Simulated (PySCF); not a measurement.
# C$_{7}$H$_{13}$NSi$_{2}$: full NMR table

| Property | Result |
| --- | --- |
| Formula | C7H13NSi2 |
| SMILES | C=C(C)C1=C[Si@H](N[SiH3])C=C1 |
| InChI | InChI=1S/C7H13NSi2/c1-6(2)7-3-4-10(5-7)8-9/h3-5,8,10H,1H2,2,9H3/t10-/m1/s1 |
| Point group of the computed structure | C1 |
| Degrees of unsaturation | 4 |
| Carbon signals | 7 |
| Proton signals | 9 |

Numbering as in the mapped SMILES `[CH2:1]=[C:2]([CH3:3])[C:4]1=[CH:5][Si@H:6]([NH:7][SiH3:8])[CH:9]=[CH:10]1`. Each H is labelled by its parent atom. Ha(C1) is cis to C3; Hb(C1) is trans to C3.

No relativistic terms, rapidly exchanging positions averaged, single conformer, no solvent model. GIAO PBE0/pcSseg-1 shieldings; geometry: GFN2-xTB; PySCF 2.14.

Referencing at the same level of theory: ¹H (σref 31.72), ¹³C (σref 186.93), ²⁹Si (σref 349.16) against TMS; ¹⁵N (σref 267.73) vs NH3.

| carbon | δC, type | δH (multiplicity) | HMBC from (2–3 bonds) | span of the C tensor (ppm) |
| --- | --- | --- | --- | --- |
| C1 | 121.2, CH2 | Hb(C1) 5.47 (m); Ha(C1) 5.56 (m) | H(C3) | 190 |
| C2 | 151.2, C | – | H(C10), H(C5), Ha(C1), Hb(C1), H(C3) | 239 |
| C3 | 25.2, CH3 | 2.12 (s) | Ha(C1), Hb(C1) | 41 |
| C4 | 167.2, C | – | H(C10), H(C9), H(C5), Ha(C1), Hb(C1), H(Si6), H(C3) | 232 |
| C5 | 126.7, CH | 5.68 (d) | H(C10), H(C9), H(Si6) | 206 |
| C9 | 139.5, CH | 6.30 (m) | H(C10), H(C5), H(Si6) | 237 |
| C10 | 155.5, CH | 7.32 (d) | H(C9), H(C5), H(Si6) | 227 |

Other nuclei:
```json
{"atoms": "H(Si6)", "nucleus": "¹H", "environment": "hydrogen on a silicon bonded to 2 C, N, in a 5-membered ring", "δ (ppm)": "5.18", "σ (ppm)": "26.54"}
{"atoms": "H(Si8)", "nucleus": "¹H", "environment": "hydrogen on a silicon bonded to N", "δ (ppm)": "4.86", "σ (ppm)": "26.86"}
{"atoms": "H(N7)", "nucleus": "¹H", "environment": "hydrogen on a nitrogen bonded to 2 Si", "δ (ppm)": "-0.08", "σ (ppm)": "31.79"}
{"atoms": "Si6", "nucleus": "²⁹Si", "environment": "silicon bonded to 2 C, N, H, in a 5-membered ring", "δ (ppm)": "-14.9", "σ (ppm)": "364.0"}
{"atoms": "Si8", "nucleus": "²⁹Si", "environment": "silicon bonded to N, 3 H", "δ (ppm)": "-54.8", "σ (ppm)": "403.9"}
{"atoms": "N7", "nucleus": "¹⁵N", "environment": "nitrogen bonded to 2 Si, H", "δ (ppm)": "3.8", "σ (ppm)": "263.9"}
```

- Carbon types of the structure: 2 × C, 3 × CH, 1 × CH2, 1 × CH3, leaving 5 H on heteroatoms.
- δC 167.2, 151.2: fully substituted alkene carbon.
- δC 155.5, 139.5, 126.7: alkene CH; an sp2 carbon of a C=C bond.
- δC 121.2: terminal =CH2 carbon; the olefinic region.
- δC 25.2: allylic methyl carbon; saturated and bonded to C and H only.
- δH 5.56, 5.47: hydrogen on a terminal =CH2 carbon; attached to an sp2 carbon and in the plane of the double bond.

Exchangeable OH/NH protons stand at their gas-phase positions; hydrogen bonding in a real sample shifts them, mostly to higher δ. Shifts are as computed. Against solution values, carbons near 30 ppm lie about +3 ppm off and those near 130 ppm about +5 ppm. Of 1309 compounds with measured shifts, 239 miss one by over three times the rms of a fit or turn the order of signals round; such compounds aren't used in these exercises. Experimental scales use liquid or dissolved standards, which lie at an offset from isolated NH3 (liquid NH3: subtract about 20 ppm). No couplings were computed; multiplicities are counted from neighbouring protons, with m where these are inequivalent, close in shift, in a saturated or five-membered ring or joined by F or P, and br s for small geminal =CH2 splittings.
